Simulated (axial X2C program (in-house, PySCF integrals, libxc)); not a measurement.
## Outer orbitals of MgCo at 2.565 Å, PBE50

Calculated with an in-house all-electron X2C program for linear molecules (integrals from PySCF). Spin-free means the one-electron spin-free X2C Hamiltonian; two-component (2c) means X2C with spin–orbit coupling and atomic mean-field two-electron Coulomb and Gaunt terms, so the difference of the two also holds small scalar two-electron terms. Basis: Co dyall-cv3z [9s10p6d3f2g], Mg dyall-cv3z [9s8p6d3f] (cores contracted in-house); Gaussian nuclei, density fitting, unrestricted open shells. Masses: Co 58.933 u, Mg 23.985 u.

The distance is close to the 2c PBE0 minimum; the highest filled and lowest empty levels are listed.

Spin-free orbitals, state M_S = 3/2, Λ = 3 (beyond evenly filled blocks: σα, π+α, π+β, π-α, δ+α, δ+β, δ-α) (Löwdin shares):

| symmetry | occupied | ε (eV) | atomic character |
| --- | --- | --- | --- |
| δ-α | yes | -9.47 | 100% Co d |
| δ+α | yes | -9.47 | 100% Co d |
| π-α | yes | -9.24 | 99% Co d |
| π+α | yes | -9.24 | 99% Co d |
| σα | yes | -8.75 | 86% Co d, 9% Mg s, 3% Co s |
| σβ | yes | -7.49 | 49% Co d, 30% Mg s, 10% Co s |
| δ+β | yes | -7.46 | 100% Co d |
| σα | yes | -7.33 | 47% Mg s, 34% Co s, 13% Co d |
| π+β | yes | -6.51 | 96% Co d, 2% Mg p |
| σβ | yes | -6.33 | 49% Co d, 24% Mg s, 21% Co s |
| σα | yes | -4.98 | 42% Mg p, 28% Co s, 17% Mg s |
| σβ | no | -1.36 | 42% Mg p, 24% Co s, 16% Mg s |
| π+α | no | -0.79 | 64% Mg p, 35% Co p |
| π-α | no | -0.79 | 64% Mg p, 35% Co p |
| π-β | no | -0.58 | 67% Mg p, 29% Co p, 4% Co d |

The lowest two-component determinant found has another configuration (Ω = 7/2 (⟨Sz⟩ = 1.50, ⟨Lz⟩ = 2.00 at PBE50)), so the levels differ by more than spin–orbit coupling. Its spinors:

| ω | occupied | ε (eV) | atomic character | λ mixture |
| --- | --- | --- | --- | --- |
| 1/2 | yes | -9.94 | 96% Co d, 2% Mg s | 100% σ |
| -3/2 | yes | -9.24 | 100% Co d | 100% δ |
| 5/2 | yes | -9.08 | 100% Co d | 100% δ |
| -1/2 | yes | -8.61 | 99% Co d | 100% π |
| 3/2 | yes | -8.54 | 99% Co d | 100% π |
| 1/2 | yes | -7.38 | 52% Mg s, 35% Co s, 6% Co d | 97% σ, 3% π |
| 1/2 | yes | -7.29 | 94% Co d | 97% π, 3% σ |
| -1/2 | yes | -6.99 | 54% Mg s, 27% Co s, 12% Co p | 100% σ |
| 3/2 | yes | -6.88 | 100% Co d | 100% δ |
| -3/2 | yes | -6.74 | 97% Co d | 100% π |
| 1/2 | yes | -4.95 | 41% Mg p, 29% Co s, 17% Mg s | 100% σ |
| -1/2 | no | -1.30 | 42% Mg p, 26% Co s, 15% Co p | 100% σ |
| -1/2 | no | -0.75 | 64% Mg p, 36% Co p | 100% π |
| 3/2 | no | -0.74 | 64% Mg p, 35% Co p | 100% π |
| 1/2 | no | -0.45 | 64% Mg p, 33% Co p, 2% Co d | 99% π, 1% σ |

(1) How does the gap between the highest filled and lowest empty level change from the spin-free to the 2c table?

Mulliken charges and populations of the two-component result (they depend on the basis, above all on diffuse functions):

Co -0.07 e (s 7.03 p 12.10 d 7.94), Mg 0.07 e (s 5.53 p 6.37 d 0.03 f 0.01). ⟨Lz⟩ = 2.00 ħ and ⟨Sz⟩ = 1.50 ħ (1.32 and 0.18 on the two atoms), which add up to Ω.

Occupations by symmetry block were frozen at the best pattern of an incomplete PBE0 search. Density functionals use the spin component along the axis (collinear). Other states lie close and PBE0, whose exact exchange favours high spin, may order them wrongly; the determinant shown need not be the ground state. The nearest other spin-free determinant of the search, M_S = 3/2, Λ = 0, lies 0.08 eV up at the distance of the search. Without a current term, density functionals place determinants with orbital angular momentum somewhat too high. With several unpaired electrons one determinant need not be a pure state.

Results:

(1) From 3.62 to 3.65 eV at PBE50, a change of 0.03 eV.
